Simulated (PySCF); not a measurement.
## Ionisation energy of Rh by level of theory

Rh [Kr] 4d8 5s1 [4d3/2^4 4d5/2^4 5s1/2^1, M_J = 9/2] → Rh⁺ [Kr] 4d8 [4d3/2^4 4d5/2^4, M_J = 4], as a difference of total energies. Computed with PySCF 2.14 in x2c-QZVPPall-2c (13s12p9d4f2g, 140 functions), with the two-component X2C-1e Hamiltonian. Correlated levels: [Ar] 3d10 frozen; the 34 highest virtual spinors dropped. "Screened" scales the spin-orbit matrix elements by Boettger's factors to mimic the two-electron term; Breit and QED terms are absent.

```csv
method,ionisation energy (eV)
GHF (spin-free),6.308
GMP2 (spin-free),7.502
GHF (screened spin-orbit),6.308
GMP2 (screened spin-orbit),7.501
```

Problem. How much does correlation contribute at GMP2 (screened spin-orbit)?

Solution. 7.501 − (6.308) = 1.193 eV, measured against GHF (screened spin-orbit).

The spin-free rows relax to the high-spin LS determinant and lack the spin-orbit shift.

The labels give the starting determinants; with spin-orbit coupling the two ends relaxed to ⟨J²⟩ = 24.76, ⟨L²⟩ = 12.05, ⟨S²⟩ = 3.75 and ⟨J²⟩ = 20.02, ⟨L²⟩ = 12.07, ⟨S²⟩ = 2.01.

For comparison: 7.459 eV (measured; NIST Atomic Spectra Database, ionization energies).
